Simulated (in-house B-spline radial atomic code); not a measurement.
Configurations of Hg⁸⁺, with energies counted from [Xe] 4f14 (5d3/2)4. Level of theory: Dirac-Hartree-Fock, average of each configuration as written, Fermi nucleus of rms radius 5.4648 fm; calculated with an all-electron radial atomic-structure program (B-spline basis). Energies include first-order Breit, QED and recoil terms.

Occupations are held fixed; configurations that lie above the ionisation limit could autoionise.

```tsv
configuration	E - E(ref) (eV)	highest orbital	its <r> (bohr)
[Xe] 4f14 (5d3/2)2 (5d5/2)2	6.2499	5d5/2	1.215
[Xe] 4f14 (5d3/2)1 (5d5/2)3	8.8359	5d5/2	1.214
[Xe] 4f14 (5d3/2)1 (5d5/2)2 (6f5/2)1	93.975	6f5/2	3.338
[Xe] 4f14 (5d3/2)1 (5d5/2)2 (8p3/2)1	105.3	8p3/2	5.23
[Xe] 4f14 (5d5/2)3 (7g9/2)1	119.48	7g9/2	6.78
[Kr] 4d10 4f14 5s2 (5p1/2)1 (5p3/2)4 (5d5/2)4 (5f7/2)1	148.4	5f7/2	1.747
```

**Question.** Order these further configurations by energy, lowest first.
A. [Xe] 4f14 (5d3/2)3 (7f7/2)1
B. [Xe] (4f5/2)5 (4f7/2)8 (5d3/2)2 (5d5/2)2 (6g7/2)1
C. [Xe] 4f14 (5d5/2)3 (9g9/2)1
D. [Xe] 4f14 (5d5/2)3 (5g9/2)1
E. [Xe] (4f5/2)6 (4f7/2)7 (5d3/2)3 (5d5/2)1 (8p3/2)1

**Answer.** D (97.593 eV), A (102.46 eV), C (128.63 eV), E (206.67 eV), B (217.76 eV).

**Question.** How far above the reference does [Kr] 4d10 4f14 5s2 (5p1/2)2 (5p3/2)3 (5d3/2)3 (5d5/2)1 8s1 lie?

**Answer.** 157.81 eV; its least bound orbital is 8s1/2 with <r> = 4.738 bohr.

**Question.** How far above the reference does [Kr] 4d10 4f14 5s2 (5p1/2)2 (5p3/2)3 (5d5/2)4 (8f7/2)1 lie?

**Answer.** 184.74 eV; its least bound orbital is 8f7/2 with <r> = 7.289 bohr.
